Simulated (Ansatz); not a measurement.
## Which isomer of CH7AlBeSi gives these data?

These gas-phase data were calculated for one isomer of CH7AlBeSi at PBE0-D3(BJ)/def2-SVP (harmonic, unscaled wavenumbers; equilibrium rotational constants with average atomic masses):

- rotational constants: 14.45, 1.801, 1.648 GHz
- all wavenumbers above 1500 cm⁻¹: 3114, 3050, 2170, 2167, 2162, 1915, 1905

Candidates:

(1) `[BeH][C@H]([AlH2])[SiH3]`, a singlet
(2) `[BeH][CH2][SiH2][AlH2]`, a singlet
(3) `[BeH][CH2][AlH][SiH3]`, a singlet

**Question.** Assign the data to one candidate and say why.

**Answer.** Candidate (2). 2 modes lie between 1700 and 2050 cm⁻¹, one for each Al–H bond, while (3) has 1. 2 modes lie between 2750 and 3290 cm⁻¹, one for each C–H bond, while (1) has 1.

The same quantities for all candidates:

|  | rotational constants (GHz) | wavenumbers above 1500 cm⁻¹ | E above the lowest, PBE0-D3(BJ)/def2-SVP (kcal/mol) |
| --- | --- | --- | --- |
| (1) | 6.315, 2.928, 2.21 | 3055, 2222, 2216, 2194, 2168, 1935, 1929 | 0.0 |
| (2) | 14.45, 1.801, 1.648 | 3114, 3050, 2170, 2167, 2162, 1915, 1905 | 8.5 |
| (3) | 8.906, 1.891, 1.718 | 3109, 3029, 2204, 2200, 2194, 2161, 1907 | 1.9 |

Each candidate is one conformer. Programs: Ansatz 0.2.0.
